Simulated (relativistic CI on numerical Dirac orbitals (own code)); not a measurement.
## Os6+: O2,3 absorption edge

Computed with this model: Dirac-Coulomb-Breit CI, KLI orbitals optimised for each configuration, model QED (radiative potential, 1s self-energy scaled to tabulated hydrogen-like ionisation energies), valence Slater integrals scaled by 0.7, multiplet model of core-to-valence dipole absorption; configurations [Xe] 4f14 5d2 → [Kr] 4d10 4f14 5s2 5p5 5d3; 80 K; Lorentzian 1 eV and Gaussian 0.3 eV FWHM. Energies are those of the free ion, without screening or charge transfer. The branching ratio is the share of the lower-energy edge in the whole absorption, uncertain by about 0.02 where the edges overlap. S is read from ⟨S²⟩ = S(S + 1).

Field parameters in Wybourne normalisation: D4h B²₀ = −7Ds, B⁴₀ = 21(Dq − Dt), B⁴₄ = 21√(5/14) Dq; Td as Oh with Dq negative (B⁴₀ = 21Dq, B⁴₄ = √(5/14) B⁴₀). The field is a parameter set, without covalency.

free ion: ground-state S = 0.91, centroid 57.70 eV. Peaks (eV, height): 52.0 (100), 56.0 (38), 62.8 (62), 66.8 (56).

D4h, 10Dq = 32350, Ds = 1930, Dt = 1000 cm⁻¹: ground-state S = 0.95, centroid 58.44 eV. Peaks (eV, height): 48.0 (16), 52.8 (100), 57.0 (19), 59.8 (25), 61.8 (29), 62.5 (31), 65.5 (54), 68.8 (22), 70.5 (9).

Td, 10Dq = -17200 cm⁻¹: ground-state S = 0.98, centroid 58.61 eV. Peaks (eV, height): 52.0 (100), 56.2 (31), 60.8 (27), 62.5 (53), 64.2 (39), 65.8 (63), 67.5 (35).

Td, 10Dq = -19800 cm⁻¹: ground-state S = 0.98, centroid 58.73 eV. Peaks (eV, height): 52.0 (100), 56.5 (25), 60.5 (24), 62.8 (49), 65.8 (63), 67.8 (31).

Strongest unbroadened transitions for Td, 10Dq = -19800 cm⁻¹:

| Energy (eV) | Relative strength |
| --- | --- |
| 51.68 | 35.2 |
| 51.97 | 27.0 |
| 52.03 | 33.1 |
| 52.07 | 43.2 |
| 52.13 | 72.6 |
| 53.58 | 15.2 |
| 54.03 | 27.8 |
| 56.39 | 15.2 |
| 56.84 | 20.0 |
| 60.45 | 35.0 |
| 62.52 | 39.0 |
| 62.60 | 19.2 |
| 62.98 | 32.0 |
| 64.01 | 16.7 |
| 64.39 | 16.6 |
| 65.70 | 100.0 |
| 66.50 | 16.4 |
| 67.76 | 14.9 |
